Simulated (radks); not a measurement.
Results of a calculation; reference values are marked as such.
Species: Gd4+. Configuration: [Xe] 4f6. Level of theory: Dirac Kohn-Sham, PBE, spin-unpolarised, spherical densities, finite nucleus; open shells fill j = l - 1/2 first; Fermi nuclear charge, rms radius 5.1569 fm (a radial shooting solver on a logarithmic mesh with Libxc functionals).

Spin-orbit splittings of the eigenvalues, e(l+1/2) - e(l-1/2), with zeta = 2 splitting/(2l+1) and mean radii in bohr:

| shell | occ. | splitting (eV) | zeta (eV) | <r> j=l-1/2 | <r> j=l+1/2 |
|---|---|---|---|---|---|
| 2p | 6 | 695.8 | 463.9 | 0.07746 | 0.08430 |
| 3p | 6 | 142.7 | 95.14 | 0.2336 | 0.2467 |
| 3d | 10 | 31.08 | 12.43 | 0.2188 | 0.2228 |
| 4p | 6 | 31.93 | 21.28 | 0.5636 | 0.5927 |
| 4d | 10 | 5.803 | 2.321 | 0.6268 | 0.6370 |
| 4f | 6 | 0.8211 | 0.2346 | 0.7984 | 0.8067 |
| 5p | 6 | 4.968 | 3.312 | 1.420 | 1.496 |
